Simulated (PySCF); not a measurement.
C7H16NP.
Geometry (GFN2-xTB, Å), atoms numbered from 1 in this order:
```
atom  x, y, z in Å
C1     2.2698   -1.2083    1.5909
N2     1.2429   -0.2092    1.3833
P3     0.7307    0.3369    0.0154
C4     1.9051    1.2111   -1.1295
C5    -0.1861   -0.7851   -1.1550
C6    -1.4029   -1.3060   -0.4008
C7    -2.3713   -0.1810   -0.0419
C8    -1.7776    0.7917    0.9748
C9    -0.5739    1.5434    0.4177
H10    3.2335   -0.9342    1.1492
H11    1.9911   -2.1955    1.2067
H12    2.4083   -1.2954    2.6705
H13    2.6307    0.4882   -1.5017
H14    1.3963    1.6747   -1.9699
H15    2.4323    1.9684   -0.5509
H16    0.4726   -1.6095   -1.4438
H17   -0.4824   -0.2492   -2.0581
H18   -1.9219   -2.0577   -1.0023
H19   -1.0622   -1.7847    0.5217
H20   -2.6521    0.3622   -0.9491
H21   -3.2810   -0.6173    0.3771
H22   -1.4517    0.2371    1.8566
H23   -2.5455    1.5066    1.2832
H24   -0.8426    2.1055   -0.4809
H25   -0.1732    2.2314    1.1647
```

NICS is the negative of the GIAO shielding at a point without a nucleus: at the ring centre (0) and 1 Å above and below it (1); zz is the component along the ring normal. Level: GIAO PBE0/pcSseg-1 (PySCF, non-relativistic, gas phase) on the GFN2-xTB geometry, one conformer.

Ring bond lengths (Å), with Mayer bond orders in brackets: P3–C5 1.863 (0.86), C5–C6 1.523 (1.03), C6–C7 1.527 (1.04), C7–C8 1.527 (1.04), C8–C9 1.525 (1.04), C9–P3 1.822 (0.95).

Task: What do the NICS probes read (ppm)?

Result: 
```
             ring                                             type  NICS(0)  NICS(1), two faces  NICS(1)zz, two faces  rms pucker (Å)  centre to ring atoms, mean (Å)
P3–C5–C6–C7–C8–C9  6-membered ring with P; formal bonds all single     -2.0         -2.3 / -1.8             3.4 / 4.3            0.28                            1.55
```

Task: What do they say, and how far can they be read as aromaticity?

Result: 
- P3–C5–C6–C7–C8–C9: mean NICS(1)zz 3.9 ppm, deshielded. P3, C5, C6, C7, C8, C9 have four or more neighbours, and the NICS criterion for π rings isn't applied.

Task: Give the inner angles of the rings and the Hirshfeld charges of the ring atoms.

Result: 
- P3–C5–C6–C7–C8–C9: P3 100.7° (+0.407 e), C5 106.7° (-0.119 e), C6 111.8° (-0.071 e), C7 112.3° (-0.069 e), C8 112.2° (-0.068 e), C9 108.6° (-0.110 e); sum 652.3° against 720° for a flat convex ring.

Task: How shielded are the nuclei of the rings and their hydrogens (means over atoms taken as equivalent)?

Result: 
| atoms | environment | σ isotropic (ppm) |
| --- | --- | --- |
| P3 | phosphorus bonded to 3 C and N | 347.5 |
| C5 (×2) | sp3 carbon bound to phosphorus | 153.6 |
| C6 (×2) | ring CH2 carbon | 161.8 |
| C7 | ring CH2 carbon | 154.2 |
| H16 (×2) | methylene hydrogen | 29.77 |
| H17 (×2) | methylene hydrogen | 30.64 |
| H18 (×2) | methylene hydrogen | 29.96 |
| H19 (×2) | methylene hydrogen | 29.51 |
| H20 | methylene hydrogen | 30.74 |
| H21 | methylene hydrogen | 29.93 |

The run took about 2.4 min of CPU time (one thread, shared machine). This is the whole shielding run at PBE0/pcSseg-1, SCF included.
